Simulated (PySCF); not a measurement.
SnHF₃, SMILES [F][SnH]([F])[F]. Atoms are numbered in the order given.

```xyz
5

Sn     0.0000     0.0000     0.2425
F      1.5291     0.8828    -0.5209
F      0.0000    -1.7656    -0.5209
F     -1.5291     0.8828    -0.5209
H      0.0000     0.0000     1.9391
```

The structure is a stationary point at B3LYP-D3(BJ)/def2-SVP. The def2 effective core potentials stand for the cores of Sn; spin–orbit coupling is left out.

Method: r2SCAN/def2-TZVPD (PySCF).

The molecule is in vacuum.

Computed frontier levels, gap, dipole moment and polarisability:
| Property | Value |
|---|---|
| highest occupied level | -9.79 eV |
| lowest empty level | -3.27 eV |
| orbital gap | 6.52 eV |
| dipole moment | 3.33 D |
| quadrupole, principal values (traceless, Buckingham form, about the centre of nuclear charge) | -3.32, -3.32, 6.63 D·Å |
| mean static polarisability | 37.2 bohr³ (5.52 Å³) |
| polarisability, principal values | 36.7, 36.7, 38.4 bohr³ |
